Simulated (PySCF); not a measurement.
A calculated (wB97X, PySCF 2.14, aug-cc-pVTZ-DK, the spin-free X2C one-electron Hamiltonian (Gaussian nucleus)) atom or ion has these occupied shells.

```
shell  electrons  orbital energy (eV)  rms radius, mean of both spins (bohr)
 1s α          1             -13360.4                                 0.0492
 1s β          1             -13360.2                                 0.0492
 2s α          1              -1763.4                                  0.205
 2s β          1              -1763.3                                  0.205
 2p α          3              -1556.6                                  0.183
 2p β          3              -1556.4                                  0.183
 3s α          1              -259.69                                  0.590
 3s β          1              -259.50                                  0.590
 3p α          3              -193.93                                  0.610
 3p β          3              -193.70                                  0.610
 3d α          5              -85.094                                  0.655
 3d β          5              -84.888                                  0.655
 4s α          1              -36.528                                   1.76
 4s β          1              -33.704                                   1.76
 4p α          3              -22.149                                   2.09
 4p β          1              -20.361                                   2.09
```

(1) Name the element and its charge.

Answers

(1) Br⁺ (bromine, charge +1), in [Ar] 3d10 4s2 4p4, high-spin 3P determinant.
